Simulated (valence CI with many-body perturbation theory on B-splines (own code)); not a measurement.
# E1 transitions of Kr5+

Calculated by valence CI with perturbative core correlation (CI+MBPT): three valence electrons over a frozen Dirac-Fock core [Ar] 3d10, radial functions for each j: 11 s, 11 p, 9 d, 7 f, 5 g, 2 h, 1 i, with the one-electron correlation potential Σ1 (screened to all orders), the two-electron term Σ2, the three-electron term Σ3, Breit, model QED; selected single and double excitations, second order for the rest, scaled by the run's own slope (own B-spline code, finite nucleus).

Set against measurement, 39 paired levels are off by 174 cm⁻¹ on average, the worst by 872. These come from a selection out of Saloman, J. Phys. Chem. Ref. Data 36, 215 (2007). Levels without a partner in it may be off by more. 4 measured levels below the end of the list, from 390595 cm⁻¹ on, found no clear computed partner, and computed levels of the same name lie up to 2816 cm⁻¹ from them.

Lines 151 to 200 of 268 in falling wavelength, among levels below 57.353 eV, chosen from the strongest by gf and those to the six lowest levels. Wavelengths and rates use the calculated energies, so an error of 200 cm⁻¹ moves a line at 489.8 Å by 0.098 % and its rate by three times that or more. Electric multipoles are in the length gauge, E1 and E2 with the static RPA response of the core. Weak lines are less certain than strong ones. Lines between different terms over intervals too small for the method are left out, as are lines whose strength nearly cancels. Where a level lies close to another of its J and parity, the split of strength between their lines is uncertain. The highest levels of a list are the least certain.

Names give the largest LS component (configuration and term), which can be under half, so a name can repeat, a term be missing and a line seem to break the LS rules; names also repeat where a configuration has a term twice. Letters in brackets count levels of one name in rising energy.

```csv
λ vac (Å),λ from measured levels,Upper,Lower,A (s⁻¹),S (a.u.)
489.8,489.7,4s 4p 4d 2P°_3/2 [a],4s 4p2 2S_1/2,2.03e+10,4.72e+00
488.7,,4s 4p 4d 4F°_3/2,4s 4p2 4P_1/2,4.35e+07,1.00e-02
482.7,482.7,4s 4p 4d 2P°_1/2 [a],4s 4p2 2S_1/2,7.42e+09,8.24e-01
478.3,476.6,4s 4p 4d 2F°_5/2 [a],4s 4p2 2D_5/2,2.30e+09,7.45e-01
477.7,,4s 4p 4d 2P°_1/2 [b],4s 4p2 2P_3/2,5.71e+09,6.14e-01
475.9,,4s 4p 5s 4P°_3/2,4s 4p2 2P_3/2,1.84e+09,3.91e-01
475.9,474.2,4s 4p 4d 2F°_5/2 [a],4s 4p2 2D_3/2,4.96e+09,1.58e+00
474.4,,4s 4p 4d 2D°_5/2 [b],4s 4p2 2P_3/2,3.38e+10,1.07e+01
474.2,,4s 4p 4d 2P°_3/2 [b],4s 4p2 2P_3/2,1.65e+10,3.48e+00
473.1,473.5,4s2 5p 2P°_3/2,4s 4p2 4P_5/2,1.93e+07,4.04e-03
470.3,,4s 4p 4d 2D°_3/2 [b],4s 4p2 2P_1/2,2.49e+10,5.12e+00
469.8,,4s 4p 4d 2P°_1/2 [b],4s 4p2 2P_1/2,4.90e+09,5.01e-01
468.1,,4s 4p 5s 4P°_3/2,4s 4p2 2P_1/2,2.62e+09,5.30e-01
468.1,,4s2 4f 2F°_7/2,4s 4p2 2D_5/2,1.94e+09,7.85e-01
467.3,467.3,4s2 4d 2D_3/2,4s2 4p 2P°_3/2,4.50e+09,9.06e-01
465.3,465.3,4s2 4d 2D_5/2,4s2 4p 2P°_3/2,2.38e+10,7.11e+00
465.2,,4s2 4f 2F°_5/2,4s 4p2 2D_5/2,1.10e+09,3.29e-01
462.9,,4s2 4f 2F°_5/2,4s 4p2 2D_3/2,1.62e+10,4.75e+00
462.4,462.3,4s 4p 4d 2F°_7/2 [a],4s 4p2 2D_5/2,2.30e+10,8.98e+00
462.1,461.9,4s 4p 4d 4P°_5/2,4s 4p2 4P_5/2,2.13e+09,6.23e-01
459.6,459.4,4s 4p 4d 4D°_3/2,4s 4p2 4P_5/2,8.72e+08,1.67e-01
453.2,453.0,4s 4p 4d 4P°_5/2,4s 4p2 4P_3/2,1.71e+10,4.71e+00
450.7,450.6,4s 4p 4d 4D°_3/2,4s 4p2 4P_3/2,3.60e+09,6.51e-01
450.2,450.2,4s2 4d 2D_3/2,4s2 4p 2P°_1/2,2.09e+10,3.77e+00
449.2,449.2,4s 4p 4d 4D°_7/2,4s 4p2 4P_5/2,2.85e+10,1.02e+01
449.1,448.9,4s 4p 4d 4D°_1/2,4s 4p2 4P_3/2,2.90e+08,2.59e-02
448.9,448.7,4s 4p 4d 4P°_3/2,4s 4p2 4P_5/2,8.14e+09,1.45e+00
448.6,448.5,4s 4p 4d 4D°_5/2,4s 4p2 4P_5/2,1.83e+10,4.88e+00
448.0,,4s 4p 4d 2P°_1/2 [b],4s 4p2 2S_1/2,8.34e+09,7.40e-01
445.2,445.0,4s 4p 5s 2P°_3/2 [a],4s 4p2 2P_3/2,1.37e+09,2.38e-01
444.9,,4s 4p 4d 2P°_3/2 [b],4s 4p2 2S_1/2,3.13e+09,5.44e-01
444.0,443.9,4s 4p 4d 4D°_3/2,4s 4p2 4P_1/2,1.93e+10,3.34e+00
442.4,442.3,4s 4p 4d 4D°_1/2,4s 4p2 4P_1/2,2.78e+10,2.38e+00
441.1,440.8,4s 4p 4d 4P°_1/2,4s 4p2 4P_3/2,1.96e+10,1.66e+00
440.4,440.2,4s 4p 4d 4P°_3/2,4s 4p2 4P_3/2,1.47e+10,2.48e+00
440.2,440.0,4s 4p 4d 4D°_5/2,4s 4p2 4P_3/2,7.93e+09,2.00e+00
439.2,439.2,4s 4p 4d 2D°_3/2 [a],4s 4p2 4P_5/2,2.14e+07,3.57e-03
438.6,438.5,4s 4p 4d 2D°_5/2 [a],4s 4p2 4P_5/2,1.64e+08,4.10e-02
438.3,438.2,4s 4p 5s 2P°_3/2 [a],4s 4p2 2P_1/2,2.61e+09,4.33e-01
438.2,,4s2 6p 2P°_3/2,4s2 4d 2D_5/2,1.70e+09,2.82e-01
434.6,434.4,4s 4p 4d 4P°_1/2,4s 4p2 4P_1/2,1.48e+08,1.20e-02
434.0,433.8,4s 4p 4d 4P°_3/2,4s 4p2 4P_1/2,1.27e+08,2.05e-02
431.1,431.0,4s 4p 4d 2D°_3/2 [a],4s 4p2 4P_3/2,2.16e+07,3.41e-03
430.5,430.5,4s 4p 4d 2D°_5/2 [a],4s 4p2 4P_3/2,2.84e+08,6.72e-02
429.9,428.5,4s 4p 5s 2P°_1/2 [a],4s 4p2 2S_1/2,6.82e+09,5.35e-01
429.8,429.9,4s 4p 4d 2P°_3/2 [a],4s 4p2 2D_3/2,8.64e+07,1.36e-02
424.9,424.9,4s 4p 4d 2D°_3/2 [a],4s 4p2 4P_1/2,3.09e+08,4.68e-02
424.4,424.5,4s 4p 4d 2P°_1/2 [a],4s 4p2 2D_3/2,4.21e+08,3.18e-02
423.1,421.8,4s 4p 4d 2F°_5/2 [a],4s 4p2 4P_5/2,1.49e+07,3.34e-03
419.3,419.4,4s 4p 5s 2P°_3/2 [a],4s 4p2 2S_1/2,3.21e+09,4.67e-01
```
